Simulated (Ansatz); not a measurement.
Ansatz (a program for electronic structure) input file for CHCl₂FOSi, SMILES O=C[Si](F)(Cl)Cl, PBE-D3(BJ)/def2-SVP. 

Ansatz 0.2 input:
```yaml
crystal:
  periodic: [false, false, false]
  atoms:
    - {symbol: O, position_ang: [-2.28380703, -0.99074646, -0.76904875]}
    - {symbol: C, position_ang: [-1.85011454, -0.06838063, -0.12356652]}
    - {symbol: Si, position_ang: [0.01661310, 0.08186424, 0.30711624]}
    - {symbol: F, position_ang: [0.17559616, 0.18617691, 1.91007510]}
    - {symbol: Cl, position_ang: [1.03924107, -1.54095376, -0.36819481]}
    - {symbol: Cl, position_ang: [0.73048528, 1.82065329, -0.50444815]}
    - {symbol: H, position_ang: [-2.52715323, 0.75967189, 0.23841652]}
basis:
  gaussian:
    orbitals: def2-SVP
hamiltonian:
  xc: pbe
  dispersion: d3bj
relax: {f_tol: 0.002, max_steps: 200}
```

Output:

```
WARN ansatz: RAYON_NUM_THREADS=1 ignored (pool sized by the plan → 1); use --threads N
Functional definition: PBE
integrals: 0.05 GiB planned
1093 factors; their error is unknown
mean field: 0.26 GiB planned
mean field evaluation 1: about -38704.0257 eV, gradient 4.9e1 eV
mean field evaluation 2: about -38677.8762 eV, gradient 1.2e2 eV
mean field evaluation 4: about -38708.5023 eV, gradient 1.2e1 eV
mean field evaluation 8: about -38708.7704 eV, gradient 5.0e-2 eV
mean field evaluation 16: about -38708.6939 eV, gradient 1.1e-4 eV
mean field -38708.69390265 eV, -1422.5182632272 hartree, gradient 3.2e-5 eV, S^2 0.000000; 0 other end points of the search recorded, 0 dependent functions left out
the calculation of the forces begins
reference -38708.69392881 eV, -1422.5182641885 hartree; 36, 36 occupied and 65, 65 virtual orbitals, 1093 factors
relax step   1: F+E_penalty+E_count = -38708.90336591 eV  Δ(F+E_penalty+E_count) = +0.000e0 eV  max|allowed force component| = 5.433e-1 eV/Å  Δτ_max = 0.0000 Å  (28 SCF iters, accepted)
these checks for a lower state are left out or cut short: starts, cluster_reference, orbital_swaps, neighbouring_geometries, increment
integrals: 0.05 GiB planned
1093 factors; their error is unknown
mean field: 0.26 GiB planned
mean field -38708.70628549 eV, -1422.5187182882 hartree, gradient 8.8e-6 eV, S^2 0.000000; 0 other end points of the search recorded, 0 dependent functions left out
the calculation of the forces begins
reference -38708.70631170 eV, -1422.5187192516 hartree; 36, 36 occupied and 65, 65 virtual orbitals, 1093 factors
relax step   2: F+E_penalty+E_count = -38708.91451632 eV  Δ(F+E_penalty+E_count) = -1.115e-2 eV  max|allowed force component| = 2.875e-1 eV/Å  Δτ_max = 0.0145 Å  (31 SCF iters, accepted)
these checks for a lower state are left out or cut short: starts, cluster_reference, orbital_swaps, neighbouring_geometries, increment
integrals: 0.05 GiB planned
1093 factors; their error is unknown
mean field: 0.26 GiB planned
mean field evaluation 32: about -38708.7081 eV, gradient 9.1e-6 eV
mean field -38708.70806742 eV, -1422.5187837730 hartree, gradient 9.1e-6 eV, S^2 0.000000; 0 other end points of the search recorded, 0 dependent functions left out
the calculation of the forces begins
reference -38708.70809361 eV, -1422.5187847356 hartree; 36, 36 occupied and 65, 65 virtual orbitals, 1093 factors
relax step   3: F+E_penalty+E_count = -38708.91603465 eV  Δ(F+E_penalty+E_count) = -1.518e-3 eV  max|allowed force component| = 9.279e-2 eV/Å  Δτ_max = 0.0071 Å  (31 SCF iters, accepted)
these checks for a lower state are left out or cut short: starts, cluster_reference, orbital_swaps, neighbouring_geometries, increment
integrals: 0.05 GiB planned
1093 factors; their error is unknown
mean field: 0.26 GiB planned
mean field -38708.70783285 eV, -1422.5187751528 hartree, gradient 9.0e-6 eV, S^2 0.000000; 0 other end points of the search recorded, 0 dependent functions left out
the calculation of the forces begins
reference -38708.70785903 eV, -1422.5187761149 hartree; 36, 36 occupied and 65, 65 virtual orbitals, 1093 factors
relax step   4: F+E_penalty+E_count = -38708.91569186 eV  Δ(F+E_penalty+E_count) = +3.428e-4 eV  max|allowed force component| = 1.185e-1 eV/Å  Δτ_max = 0.0116 Å  (30 SCF iters, rejected (line search))
these checks for a lower state are left out or cut short: starts, cluster_reference, orbital_swaps, neighbouring_geometries, increment
integrals: 0.05 GiB planned
1093 factors; their error is unknown
mean field: 0.26 GiB planned
mean field -38708.70838474 eV, -1422.5187954344 hartree, gradient 9.1e-6 eV, S^2 0.000000; 0 other end points of the search recorded, 0 dependent functions left out
the calculation of the forces begins
reference -38708.70841093 eV, -1422.5187963968 hartree; 36, 36 occupied and 65, 65 virtual orbitals, 1093 factors
relax step   5: F+E_penalty+E_count = -38708.91634639 eV  Δ(F+E_penalty+E_count) = -3.117e-4 eV  max|allowed force component| = 4.147e-2 eV/Å  Δτ_max = 0.0058 Å  (31 SCF iters, accepted)
these checks for a lower state are left out or cut short: starts, cluster_reference, orbital_swaps, neighbouring_geometries, increment
integrals: 0.05 GiB planned
1093 factors; their error is unknown
mean field: 0.26 GiB planned
mean field -38708.70817548 eV, -1422.5187877442 hartree, gradient 9.1e-6 eV, S^2 0.000000; 0 other end points of the search recorded, 0 dependent functions left out
the calculation of the forces begins
reference -38708.70820167 eV, -1422.5187887067 hartree; 36, 36 occupied and 65, 65 virtual orbitals, 1093 factors
relax step   6: F+E_penalty+E_count = -38708.91593395 eV  Δ(F+E_penalty+E_count) = +4.124e-4 eV  max|allowed force component| = 2.087e-1 eV/Å  Δτ_max = 0.0065 Å  (31 SCF iters, rejected (line search))
these checks for a lower state are left out or cut short: starts, cluster_reference, orbital_swaps, neighbouring_geometries, increment
integrals: 0.05 GiB planned
1093 factors; their error is unknown
mean field: 0.26 GiB planned
mean field -38708.70850765 eV, -1422.5187999511 hartree, gradient 2.2e-5 eV, S^2 0.000000; 0 other end points of the search recorded, 0 dependent functions left out
the calculation of the forces begins
reference -38708.70853383 eV, -1422.5188009133 hartree; 36, 36 occupied and 65, 65 virtual orbitals, 1093 factors
relax step   7: F+E_penalty+E_count = -38708.91640983 eV  Δ(F+E_penalty+E_count) = -6.344e-5 eV  max|allowed force component| = 7.025e-3 eV/Å  Δτ_max = 0.0022 Å  (23 SCF iters, accepted)
these checks for a lower state are left out or cut short: starts, cluster_reference, orbital_swaps, neighbouring_geometries, increment
integrals: 0.05 GiB planned
1093 factors; their error is unknown
mean field: 0.26 GiB planned
mean field evaluation 64: about -38708.7085 eV, gradient 1.4e-5 eV
mean field -38708.70850508 eV, -1422.5187998566 hartree, gradient 1.4e-5 eV, S^2 0.000000; 0 other end points of the search recorded, 0 dependent functions left out
the calculation of the forces begins
reference -38708.70853125 eV, -1422.5188008185 hartree; 36, 36 occupied and 65, 65 virtual orbitals, 1093 factors
relax step   8: F+E_penalty+E_count = -38708.91642268 eV  Δ(F+E_penalty+E_count) = -1.284e-5 eV  max|allowed force component| = 2.992e-3 eV/Å  Δτ_max = 0.0043 Å  (23 SCF iters, accepted)
these checks for a lower state are left out or cut short: starts, cluster_reference, orbital_swaps, neighbouring_geometries, increment
integrals: 0.05 GiB planned
1093 factors; their error is unknown
mean field: 0.26 GiB planned
mean field -38708.70851159 eV, -1422.5188000961 hartree, gradient 9.6e-6 eV, S^2 0.000000; 0 other end points of the search recorded, 0 dependent functions left out
the calculation of the forces begins
reference -38708.70853776 eV, -1422.5188010577 hartree; 36, 36 occupied and 65, 65 virtual orbitals, 1093 factors
relax step   9: F+E_penalty+E_count = -38708.91642872 eV  Δ(F+E_penalty+E_count) = -6.040e-6 eV  max|allowed force component| = 2.730e-3 eV/Å  Δτ_max = 0.0028 Å  (23 SCF iters, accepted)
these checks for a lower state are left out or cut short: starts, cluster_reference, orbital_swaps, neighbouring_geometries, increment
integrals: 0.05 GiB planned
1093 factors; their error is unknown
mean field: 0.26 GiB planned
mean field -38708.70853509 eV, -1422.5188009597 hartree, gradient 9.1e-6 eV, S^2 0.000000; 0 other end points of the search recorded, 0 dependent functions left out
the calculation of the forces begins
reference -38708.70856119 eV, -1422.5188019188 hartree; 36, 36 occupied and 65, 65 virtual orbitals, 1093 factors
relax step  10: F+E_penalty+E_count = -38708.91645434 eV  Δ(F+E_penalty+E_count) = -2.562e-5 eV  max|allowed force component| = 1.506e-2 eV/Å  Δτ_max = 0.0256 Å  (30 SCF iters, accepted)
these checks for a lower state are left out or cut short: starts, cluster_reference, orbital_swaps, neighbouring_geometries, increment
integrals: 0.05 GiB planned
1093 factors; their error is unknown
mean field: 0.26 GiB planned
mean field -38708.70855619 eV, -1422.5188017350 hartree, gradient 9.1e-6 eV, S^2 0.000000; 0 other end points of the search recorded, 0 dependent functions left out
the calculation of the forces begins
reference -38708.70858228 eV, -1422.5188026938 hartree; 36, 36 occupied and 65, 65 virtual orbitals, 1093 factors
relax step  11: F+E_penalty+E_count = -38708.91646295 eV  Δ(F+E_penalty+E_count) = -8.612e-6 eV  max|allowed force component| = 7.457e-3 eV/Å  Δτ_max = 0.0038 Å  (31 SCF iters, accepted)
these checks for a lower state are left out or cut short: starts, cluster_reference, orbital_swaps, neighbouring_geometries, increment
integrals: 0.05 GiB planned
1093 factors; their error is unknown
mean field: 0.26 GiB planned
mean field -38708.70855755 eV, -1422.5188017851 hartree, gradient 8.1e-6 eV, S^2 0.000000; 0 other end points of the search recorded, 0 dependent functions left out
the calculation of the forces begins
reference -38708.70858364 eV, -1422.5188027437 hartree; 36, 36 occupied and 65, 65 virtual orbitals, 1093 factors
relax step  12: F+E_penalty+E_count = -38708.91646649 eV  Δ(F+E_penalty+E_count) = -3.541e-6 eV  max|allowed force component| = 3.109e-3 eV/Å  Δτ_max = 0.0023 Å  (23 SCF iters, accepted)
these checks for a lower state are left out or cut short: starts, cluster_reference, orbital_swaps, neighbouring_geometries, increment
integrals: 0.05 GiB planned
1093 factors; their error is unknown
mean field: 0.26 GiB planned
mean field evaluation 96: about -38708.7086 eV, gradient 5.8e-4 eV
mean field -38708.70856246 eV, -1422.5188019654 hartree, gradient 9.1e-6 eV, S^2 0.000000; 0 other end points of the search recorded, 0 dependent functions left out
the calculation of the forces begins
reference -38708.70858853 eV, -1422.5188029235 hartree; 36, 36 occupied and 65, 65 virtual orbitals, 1093 factors
relax step  13: F+E_penalty+E_count = -38708.91646842 eV  Δ(F+E_penalty+E_count) = -1.923e-6 eV  max|allowed force component| = 4.714e-3 eV/Å  Δτ_max = 0.0050 Å  (31 SCF iters, accepted)
these checks for a lower state are left out or cut short: starts, cluster_reference, orbital_swaps, neighbouring_geometries, increment
integrals: 0.05 GiB planned
1093 factors; their error is unknown
mean field: 0.26 GiB planned
mean field -38708.70856534 eV, -1422.5188020714 hartree, gradient 1.9e-5 eV, S^2 0.000000; 0 other end points of the search recorded, 0 dependent functions left out
the calculation of the forces begins
reference -38708.70859141 eV, -1422.5188030294 hartree; 36, 36 occupied and 65, 65 virtual orbitals, 1093 factors
relax step  14: F+E_penalty+E_count = -38708.91646853 eV  Δ(F+E_penalty+E_count) = -1.095e-7 eV  max|allowed force component| = 2.310e-3 eV/Å  Δτ_max = 0.0019 Å  (23 SCF iters, accepted)
these checks for a lower state are left out or cut short: starts, cluster_reference, orbital_swaps, neighbouring_geometries, increment
integrals: 0.05 GiB planned
1093 factors; their error is unknown
mean field: 0.26 GiB planned
mean field -38708.70856640 eV, -1422.5188021100 hartree, gradient 2.6e-5 eV, S^2 0.000000; 0 other end points of the search recorded, 0 dependent functions left out
the calculation of the forces begins
reference -38708.70859246 eV, -1422.5188030680 hartree; 36, 36 occupied and 65, 65 virtual orbitals, 1093 factors
relax step  15: F+E_penalty+E_count = -38708.91646881 eV  Δ(F+E_penalty+E_count) = -2.796e-7 eV  max|allowed force component| = 1.855e-3 eV/Å  Δτ_max = 0.0002 Å  (18 SCF iters, accepted)
integrals: 0.05 GiB planned
1093 factors; their error is unknown
mean field: 0.26 GiB planned
mean field -38708.70856640 eV, -1422.5188021100 hartree, gradient 2.6e-5 eV, S^2 0.000000; 1 other end points of the search recorded, 0 dependent functions left out
the calculation of the forces begins
reference -38708.70859247 eV, -1422.5188030680 hartree; 36, 36 occupied and 65, 65 virtual orbitals, 1093 factors
Total energy: -38708.91649488 eV, -1422.5264433407 hartree
Atom 0 at    -2.311235    -1.019788    -0.737491 Å, force    -0.000649    -0.000885    -0.000697 eV/Å
Atom 1 at    -1.860529    -0.072378    -0.129710 Å, force     0.000196     0.001855     0.001456 eV/Å
Atom 2 at     0.020531     0.079607     0.308326 Å, force     0.000855    -0.000132    -0.001099 eV/Å
Atom 3 at     0.182944     0.169985     1.927376 Å, force    -0.000118    -0.000045     0.000556 eV/Å
Atom 4 at     1.060024    -1.542029    -0.384868 Å, force    -0.000237     0.000371     0.000195 eV/Å
Atom 5 at     0.730127     1.840294    -0.492610 Å, force    -0.000053    -0.000290     0.000119 eV/Å
Atom 6 at    -2.521001     0.792594     0.199327 Å, force     0.000006    -0.000874    -0.000528 eV/Å
Dipole moment:    -0.059057     0.225456     0.042483 e Å
```

The run converged.
